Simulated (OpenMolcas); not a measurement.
Ionisation energies of promethium

```json
{
 "Program": "OpenMolcas",
 "Basis": "ANO-RCC-VQZP [9s8p6d4f3g2h]",
 "Scalar Hamiltonian": "DKH2, point nucleus",
 "Spin-orbit coupling": "RASSI with atomic mean-field integrals over the reference wave functions, term energies averaged over their components"
}
```

Active shells in each charge state: the valence f shell, with orbitals averaged over the low states. Where CASPT2's correlated closed shells are named, they are those of the first ion.

A. CASSCF
B. SS-CASPT2, IPEA 0.25 Eh, imaginary shift 0.1 Eh (closed shells correlated: 5s 5p)
C. SS-CASPT2, IPEA 0 Eh, imaginary shift 0.1 Eh (closed shells correlated: 5s 5p)
D. SS-CASPT2, IPEA 0.25 Eh, imaginary shift 0.1 Eh (closed shells correlated: 4d 5s 5p)

Energies in eV between the lowest computed levels, named as in B; reference values from the NIST Atomic Spectra Database with their kind.

```tsv
From	To	A	B	C	D	Spin-orbit share in B	Reference
Pm2+ 4f5 6H* 5/2	Pm3+ 4f4 5I4	19.823	22.520	22.646	22.677	-0.045	22.440 (semi-empirical)
Pm3+ 4f4 5I4	Pm4+ 4f3 4I* 9/2	39.147	40.794	40.903	40.851	-0.123	41.170 (semi-empirical)
```

The lowest level within the active space need not be the ion's true ground level.

* marks odd parity.
